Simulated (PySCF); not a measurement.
# Nuclear quadrupole coupling in `C=Cc1ccoc1[S-]`

Species: C₆H₅OS (charge -1).
Z-matrix (Å and degrees, GFN2-xTB geometry), rows numbered from 1:
```
C 
C   1  1.3373
C   2  1.4258  1  126.55
C   3  1.4252  2  129.42  1     0.13
C   4  1.3528  3  107.05  2  -179.99
O   5  1.3621  4  111.02  3    -0.02
C   6  1.3673  5  107.06  4     0.01
S   7  1.6753  3  130.68  2    -0.13
H   1  1.0788  2  121.79  3  -179.96
H   1  1.0787  2  122.10  3     0.01
H   2  1.0842  1  119.58  3   179.99
H   4  1.0744  3  126.80  2     0.03
H   5  1.0746  4  132.48  3  -179.88
```

Field gradients from the PBE0/pcSseg-1 density (PySCF, non-relativistic), principal values in atomic units, ordered |Vxx| ≤ |Vyy| ≤ |Vzz|:

```tsv
atom	Vxx	Vyy	Vzz
O6	-0.5612	-0.9337	1.4949
S8	-0.6002	-1.6813	2.2816
```

Q: Find the asymmetry η = (Vxx − Vyy)/Vzz and the couplings χ = eQV/h (234.96 MHz × Q in barn × V in au), with Q(17O) = −0.0256 b, Q(33S) = −0.0678 b.

A: 
```
atom        environment  nucleus     η  χzz (MHz)  χxx (MHz)  χyy (MHz)
  O6  furan-type oxygen      17O  0.25      -8.99       3.38       5.62
  S8    thiolate sulfur      33S  0.47     -36.35       9.56      26.78
```

The tensor is traceless: Vxx + Vyy + Vzz = 0.

Q: What is Vzz at O6 in SI units (1 au = 9.71736 × 10²¹ V/m²)?

A: 1.4949 au = 14.526 × 10²¹ V/m².

Q: And the gradient at the other heavy atoms, for which no coupling is worked out here?

A: 
```csv
atom,environment,Vzz (au),η
C1,terminal =CH2 carbon,-0.122,0.46
C2,alkene CH carbon,0.396,0.30
C3,substituted aromatic carbon,-0.042,0.06
C4,aromatic CH carbon,0.191,0.46
C5,aromatic CH next to a ring oxygen,0.322,0.57
C7,substituted aromatic carbon,-0.367,0.24
```

Were the hydrogens deuterons (Q(2H) = 0.00286 b), χzz would run from 211 kHz (H11) to 236 kHz (H12).

Geometry: GFN2-xTB, one conformer, isolated ion. The pcSseg-1 basis has no diffuse functions, a weakness for an anion. GFN2-xTB bond lengths can be off by several hundredths of an ångström, more for odd bonds, and the gradients follow them. With so small a basis the couplings can be 20 % off.
